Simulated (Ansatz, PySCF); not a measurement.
**Worked example: transport gap, exciton binding and injection barriers**

C₃H₄ClNSi, SMILES Cl[Si@@H]1C=CN=C1.

The structure is a stationary point at r2SCAN-D4/def2-SVP. The structure was generated by enumeration; whether it is a known compound was not checked.

Gas-phase, vertical values: ionisation energy 9.59 eV and electron affinity 0.72 eV from ΔSCF with CAM-B3LYP/def2-TZVPD (Ansatz, a first-principles code); S1 3.42 eV and T1 2.65 eV from TDA-CAM-B3LYP/def2-SVPD (PySCF). Assume, for the exercise, a film of permittivity 3.0, a cavity radius of 7.0 Å and electrodes of work function 4.7 eV (anode) and 2.9 eV (cathode), with aligned vacuum levels.

Q: Work out the fundamental gap and exciton binding energy in the gas phase, the levels in the film by Born's model, the injection barriers and the thermal weight of S1 against T1 at 298 K.

A: 
Fundamental gap IE − EA = 8.87 eV; exciton binding = gap − S1 = 5.45 eV.
Born polarisation P = (14.3996 eV Å / 2r)(1 − 1/ε) = 0.69 eV. Film: IE = 8.90 eV, EA = 1.41 eV, transport gap 7.49 eV; with S1 unchanged the binding falls to 4.07 eV.
Hole barrier IE − Φ(anode) = 4.20 eV; electron barrier Φ(cathode) − EA = 1.49 eV (a negative value means no barrier, and the level would pin).
ΔE(ST) = S1 − T1 = 0.77 eV, and the triplet has three sublevels, so the ratio S1/T1 is (1/3) exp(−ΔE/kT) = 3.2e-14 with kT = 0.02569 eV: too wide a gap for thermal return to the singlet. All inputs carry the errors of their functional, and relaxed states would shift them.
